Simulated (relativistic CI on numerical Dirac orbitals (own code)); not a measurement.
Radial parameters of Mo³⁺

These numbers are calculated, not measured: Dirac-Coulomb-Breit CI, separate exchange-only KLI orbitals for each configuration, model QED (radiative potential, 1s self-energy scaled to tabulated hydrogen-like ionisation energies), valence Slater integrals scaled by 0.85, P86 correlation energy added to each configuration (own radial code, finite nucleus).

Slater integrals F^k, G^k are unscaled and averaged over j, outside the closed core [Ar] 3d10 4s2; ζ comes from projecting the Hamiltonian with its Breit term on Σ l·s of the shell.

- 4p6 4d3: F^2(4d,4d) = 62609, F^4(4d,4d) = 41105, ζ(4d) = 747.25 cm⁻¹; <r>(4d) = 1.61, <r^2>(4d) = 3.034 (bohr units).
- 4p6 4d2 5s: F^2(4d,4d) = 64174, F^4(4d,4d) = 42213, ζ(4d) = 823.78, G^2(4d,5s) = 17074 cm⁻¹; <r>(4d) = 1.573, <r^2>(4d) = 2.895, <r>(5s) = 2.672, <r^2>(5s) = 7.989 (bohr units).
- 4p6 4d2 5p: F^2(4d,4d) = 64815, F^4(4d,4d) = 42688, ζ(4d) = 848.47, F^2(4d,5p) = 25889, G^1(4d,5p) = 10832, G^3(4d,5p) = 9430.9, ζ(5p) = 1928.2 cm⁻¹; <r>(4d) = 1.56, <r^2>(4d) = 2.845, <r>(5p) = 3.101, <r^2>(5p) = 10.76 (bohr units).

Question: Give the Racah parameters of the d shell in 4p6 4d3.

Answer: B = F²/49 − 5F⁴/441 = 812 cm⁻¹ and C = 35F⁴/441 = 3262 cm⁻¹; values fitted to spectra at such low charge are typically 15 to 30 % smaller.

In this model ζ of a weakly bound d, f or g electron outside closed shells comes out too small, for d by up to a factor of two or three and at times with the wrong sign; that of an outer p electron is too small as well.

For a near-neutral ion this model can misplace configurations by up to about 10,000 cm⁻¹ (more where the count of f electrons changes) and terms by 10 to 25 % of their spread. Rates follow the energies as ν³ (E1, M1) or ν⁵ (E2), so they and the lifetimes can be off by large factors. The fine structure of a lone outer electron comes out too small, for d and f at times inverted, and misplaced configurations move strength between like terms. 60 of the 64 excited levels that our extract of the measured tables holds in this range could be paired (the sources list more); they are missed by 2816 cm⁻¹ on average and 5366 at most, and levels without a partner can miss by more. Some levels of the ground configuration have no partner and can miss by 10 % or more.

Averages of the first 10 configurations, taken without configuration mixing, which lowers the lowest level and can move excited configurations by several eV; other configurations of the list can lie among them:

```tsv
Configuration	Parity	States	Average energy above the lowest level (eV)
4p6 4d3	even	120	2.0
4p6 4d2 5s	even	90	9.5
4p6 4d2 5p	odd	270	15.7
4p6 4d2 4f	odd	630	27.2
4p6 4d 5s2	even	10	19.4
4p6 4d2 6s	even	90	24.9
4p6 4d2 5d	even	450	24.1
4p6 4d 5s 5p	odd	120	25.0
4p5 4d4	odd	1260	41.5
4p6 4d 4f2	even	910	55.3
```
